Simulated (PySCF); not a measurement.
Worked example: entropy of an ideal gas

(E)-1,2-dichloro-1,2-difluoroethene (C2Cl2F2), SMILES F/C(Cl)=C(\Cl)F.

Geometry: PBE-D3(BJ)/def2-SVP.

PBE-D3(BJ)/def2-SVP (PySCF) gives the harmonic wavenumbers 129, 170, 284, 351, 414, 418, 508, 630, 863, 1183, 1231, 1722 cm⁻¹ and the rotational temperatures 0.2016, 0.0709, 0.0524 K. The molar mass is 132.92 g/mol, the symmetry number 2, the spin multiplicity 1.

### Question
Work out the entropy at 298.15 K and 1 atm in the rigid-rotor, harmonic-oscillator model.

### Answer

Translation (Sackur–Tetrode at 1 atm): S = R[1.5 ln M + 2.5 ln T − 1.16487] = 169.7 J/(mol K).
Rotation: q = (√π/σ) T^1.5/√(θA θB θC) = 167000, S = R[ln q + 3/2] = 112.4 J/(mol K).
Vibration: with u = 1.4388 ν/T, each mode gives R[u/(e^u − 1) − ln(1 − e^−u)]:
```csv
ν (cm⁻¹),modes,u,S (J/(mol K))
129,1,0.62,12.39
170,1,0.82,10.19
284,1,1.37,6.32
351,1,1.69,4.86
414,1,2.00,3.82
418,1,2.02,3.76
508,1,2.45,2.67
630,1,3.04,1.68
863,1,4.16,0.68
1183,1,5.71,0.19
1231,1,5.94,0.15
1722,1,8.31,0.02
```
These are all the modes. Sum 46.7 J/(mol K).
Spin: R ln 1 = 0.0 J/(mol K).
Total 328.9 J/(mol K); the program's own thermochemistry gives 328.9. Translation makes up 52 % and vibration 14 %. Anharmonicity, hindered rotation and orbital degeneracy are left out.
